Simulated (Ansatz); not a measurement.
`BC([SiH3])OC` → `BOC[SiH2]C`  (isomerisation)

Calculated with Ansatz (gas phase, PBE0-D4/def2-TZVP geometries, no zero-point term in ΔE). CCSD(T)/CBS adds triple-zeta CCSD(T) − MP2 to the extrapolated MP2 energy (def2 sets, frozen cores). Functionals use def2-TZVPP. B3LYP here is the variant with VWN-RPA as its local correlation; programs differ in this. One conformer a species, not always the lowest.

```tsv
species	B3LYP energy (Eh)
`BC([SiH3])OC`	-471.25535
`BOC[SiH2]C`	-471.33932
```

Work out ΔE.

ΔE = (-471.33932) − (-471.25535) = -0.08397 Eh = -220.5 kJ/mol. CCSD(T)/CBS gives -220.1 kJ/mol.

Largest T1 diagnostic among the species: 0.013.

From PBE to PBE0 (25 % exact exchange), in def2-TZVPP and without D4, ΔE moves by −6.9 kJ/mol. In def2-TZVPP, CCSD(T) changes the Hartree–Fock value by +16.7 kJ/mol (the triples alone add +3.6 kJ/mol) and MP2 by +11.3 kJ/mol.
